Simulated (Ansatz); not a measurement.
Computed with Ansatz on PBE0-D4/def2-TZVP structures; ΔE is electronic, products minus reactants. CCSD(T)/CBS adds triple-zeta CCSD(T) − MP2 to the extrapolated MP2 energy (def2 sets, frozen cores). This one scheme is used for every species. Functionals use def2-TZVPP. B3LYP here is the variant with VWN-RPA as its local correlation; programs differ in this. One conformer a species, not always the lowest.

`C=N[Si](N)(O)F` → `N[Si]F` + `C=NO`  (silylene formation by 1,1-elimination)

```tsv
level	ΔE (eV)	difference from CCSD(T)/CBS
PBE-D4	4.40	-0.52
r2SCAN-D4	4.89	-0.03
PBE0-D4	4.77	-0.15
B3LYP-D4	4.70	-0.22
ωB97X-V	4.83	-0.09
ωB97M-V	4.75	-0.17
B2PLYP	4.76	-0.16
PBE	4.28	-0.64
r2SCAN	4.86	-0.06
PBE0	4.67	-0.25
B3LYP	4.51	-0.41
HF/def2-TZVPP	5.15	0.23
MP2/def2-TZVPP	5.12	0.20
SCS-MP2/def2-TZVPP	4.97	0.05
CCSD/def2-TZVPP	4.89	-0.03
CCSD(T)/def2-TZVPP	4.84	-0.08
HF/def2-QZVPP	5.17	0.25
MP2/def2-QZVPP	5.17	0.25
SCS-MP2/def2-QZVPP	5.04	0.12
HF/CBS(def2)	5.17	0.25
MP2/CBS(def2)	5.20	0.28
CCSD/CBS(def2)	4.97	0.05
CCSD(T)/CBS	4.92	0
```

Largest T1 diagnostic among the species: 0.014.

In def2-TZVPP, CCSD(T) changes the Hartree–Fock value by −0.32 eV (the triples alone add −0.06 eV) and MP2 by −0.03 eV. From PBE to PBE0 (25 % exact exchange), in def2-TZVPP and without D4, ΔE moves by +0.39 eV. The D4 term adds +0.19 eV with B3LYP and +0.10 eV with PBE0; it sums over pairs of atoms, weighted by their polarisabilities, and B3LYP, whose exchange is more repulsive, gets the larger term.
